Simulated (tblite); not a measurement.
A tight-binding relaxation on `S=C[CH]C1=CC=NC=C1` [radical].

Computed with GFN2-xTB geometry optimisation, gas phase (tblite 0.8.0). Start geometry: from a force field or distance geometry. A driver script takes a list of jobs; this job's settings line and coordinates (Å) are shown.

Command:
```bash
OMP_NUM_THREADS=1 python probes_run.py task.json out
```

Input:
```
{"job": {"kind": "relax", "xc": "GFN2-xTB", "basis": "xTB"}, "charge": 0, "multiplicity": 2}
S      1.976100     0.984700     1.445700
C      2.498600     0.471000     0.190400
C      1.654500    -0.426900    -0.630600
C      0.191400    -0.210600    -0.339000
C     -0.357000     1.049500    -0.429300
C     -1.704100     1.212000    -0.153600
N     -2.446000     0.163000     0.216000
C     -1.963100    -1.086700     0.343500
C     -0.607300    -1.284000     0.056500
H      3.519300     0.724900    -0.113800
H      1.892000    -1.502600    -0.426200
H      0.216800     1.913800    -0.730800
H     -2.095300     2.217300    -0.234700
H     -2.591400    -1.934700     0.639700
H     -0.188900    -2.282700     0.144200
```

Q: What does the run print?

A: 
```
step      E/eV     max force
  0    -654.44201   12.075
  1    -655.40256    4.158
  2    -655.68486    2.393
  3    -655.93805    1.411
  4    -656.02718    1.194
  5    -656.20442    0.966
  6    -656.24569    0.681
  7    -656.37756    0.899
  8    -656.43463    0.842
  9    -656.50372    0.841
... (66 lines left out)
 76    -656.98905    0.020
 77    -656.98912    0.015
 78    -656.98917    0.017
 79    -656.98920    0.014
 80    -656.98922    0.010
 81    -656.98924    0.011
 82    -656.98925    0.011
 83    -656.98927    0.011
 84    -656.98928    0.011
 85    -656.98929    0.009
```

«max force» is the largest atomic force in eV/Å.

Q: From which step on does the largest force stay under 0.1 eV/Å, and how much energy is left to gain from there?

A: From step 63 (0.072 eV/Å), 4.3 meV above the end.

Main results: energy lowered by 58.7 kcal/mol over 85 steps; largest atomic force 0.009 eV/Å at the end.

Q: Give the final coordinates.

A: 0.657 Å rms from the input after alignment:
```
atom  x, y, z in Å
S1     2.4982    2.1508    0.0293
C2     2.6059    0.4599    0.0098
C3     1.6185   -0.4665   -0.0069
C4     0.1976   -0.2395   -0.0083
C5    -0.3938    1.0285    0.0231
C6    -1.7714    1.1365    0.0285
N7    -2.5662    0.0828    0.0028
C8    -2.0320   -1.1239   -0.0319
C9    -0.6692   -1.3440   -0.0385
H10    3.6312    0.1080    0.0120
H11    1.9223   -1.5055   -0.0204
H12    0.2234    1.9180    0.0439
H13   -2.2613    2.0997    0.0571
H14   -2.7326   -1.9482   -0.0555
H15   -0.2750   -2.3486   -0.0669
```

On an Arm Neoverse V2 with one thread, shared host, this took 0.55 s of wall time.
Labels such as C1 count atoms from 1, the log's own numbers from 0.
